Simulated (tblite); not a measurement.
Compound: C7H7FO.
Cartesian coordinates in Å at the GFN2-xTB level; atoms count from 1:
```xyz
16
C7H7FO angstrom
C      2.6946    0.0250    0.0298
O      1.6083    0.8588    0.3487
C      0.3510    0.3873    0.1551
C      0.0209   -0.8747   -0.3261
C     -1.3056   -1.2451   -0.4847
C     -2.3279   -0.3731   -0.1654
C     -2.0224    0.8897    0.3186
C     -0.7030    1.2544    0.4701
F     -0.4125    2.4868    0.9378
H      3.5854    0.6080    0.2561
H      2.6944   -0.8863    0.6363
H      2.6972   -0.2429   -1.0318
H      0.7972   -1.5783   -0.5806
H     -1.5330   -2.2299   -0.8641
H     -3.3580   -0.6673   -0.2902
H     -2.7942    1.5965    0.5789
```

Level: GFN2-xTB in tblite, geometry and Hessian alike; calculated harmonic values, unscaled, isolated species. This tight-binding method is rough: wavenumbers can miss measured ones by several per cent, in bad cases by 10 to 20. One conformer, not necessarily the lowest.

Harmonic wavenumbers (cm⁻¹): 94.3, 160.7, 201.8, 230.2, 288.5, 314.9, 432.9, 461.0, 514.3, 523.8, 563.3, 662.9, 780.8, 781.2, 807.8, 860.0, 901.7, 919.0, 1046.3, 1088.3, 1116.8, 1122.5, 1153.4, 1176.8, 1201.7, 1247.4, 1278.5, 1335.5, 1401.6, 1441.1, 1470.1, 1478.7, 1487.8, 1581.3, 1599.8, 2934.5, 2947.6, 3034.4, 3088.4, 3101.4, 3111.2, 3114.1.

A = 2541, B = 1562, C = 973.6 MHz; mass 126.048 u (most abundant isotopes); point group Cs, symmetry number 1.

Problem. What is the zero-point energy?

Solution. ½Σν̃ = 26529 cm⁻¹ = 75.85 kcal/mol.

Problem. Entropy at 273.15 K, 1 bar (ideal gas, RRHO, classical rotation)?

Solution. Translation 40.00, rotation 28.55, vibration 16.25: S = 84.8 cal/(mol K).

Problem. And Cp and H(273.15 K) − H(0)?

Solution. Cp = 29.96 cal/(mol K), of which vibrations give 22.01 (their classical limit is 42 R = 83.5); H(273.15 K) − H(0) = 4.85 kcal/mol without the zero-point energy, 2.67 from vibrations.

Problem. What must be added to the electronic energy to get the Gibbs energy at 273.15 K and 1 bar?

Solution. ZPE + [H(273.15 K) − H(0)] − T·S = 75.85 + 4.85 − 23.16 = 57.54 kcal/mol.

Problem. How do the functions run with temperature in this model?

Solution. 
```json
{"T (K)": "100", "S (cal/(mol K))": "63.9", "Cp (cal/(mol K))": "14.3", "H − H(0) (kcal/mol)": "1.03", "G − H(0) (kcal/mol)": "-5.37", "ln q(vib)": "0.53"}
{"T (K)": "200", "S (cal/(mol K))": "76.6", "Cp (cal/(mol K))": "23.2", "H − H(0) (kcal/mol)": "2.90", "G − H(0) (kcal/mol)": "-12.41", "ln q(vib)": "1.98"}
{"T (K)": "300", "S (cal/(mol K))": "87.7", "Cp (cal/(mol K))": "32.5", "H − H(0) (kcal/mol)": "5.68", "G − H(0) (kcal/mol)": "-20.63", "ln q(vib)": "3.74"}
{"T (K)": "500", "S (cal/(mol K))": "108.4", "Cp (cal/(mol K))": "48.9", "H − H(0) (kcal/mol)": "13.90", "G − H(0) (kcal/mol)": "-40.28", "ln q(vib)": "7.62"}
{"T (K)": "800", "S (cal/(mol K))": "135.0", "Cp (cal/(mol K))": "64.1", "H − H(0) (kcal/mol)": "31.08", "G − H(0) (kcal/mol)": "-76.91", "ln q(vib)": "13.58"}
{"T (K)": "1000", "S (cal/(mol K))": "150.0", "Cp (cal/(mol K))": "70.4", "H − H(0) (kcal/mol)": "44.57", "G − H(0) (kcal/mol)": "-105.44", "ln q(vib)": "17.37"}
```

q(vib) and H(0) count from the zero-point level.

Problem. Which modes carry the vibrational entropy at 273.15 K?

Solution. 94.3 cm⁻¹: 3.40; 160.7 cm⁻¹: 2.38; 201.8 cm⁻¹: 1.96; 230.2 cm⁻¹: 1.72; 288.5 cm⁻¹: 1.34; 314.9 cm⁻¹: 1.19 cal/(mol K); the other 36 give 4.27 together.

Problem. Blend soft modes into free rotors: weight 1/[1 + (100 cm⁻¹/ν̃)⁴] for the oscillator and the rest for a rotor with moment μB/(μ + B), μ = h/(8π²ν), B = 10⁻⁴⁴ kg m². What vibrational entropy results?

Solution. 15.95 cal/(mol K) in place of 16.25, which changes −T·S at 273.15 K by +0.08 kcal/mol.

Hindered rotation and anharmonicity are outside this model. Other conformers, if any are populated, would add a mixing term that is left out.
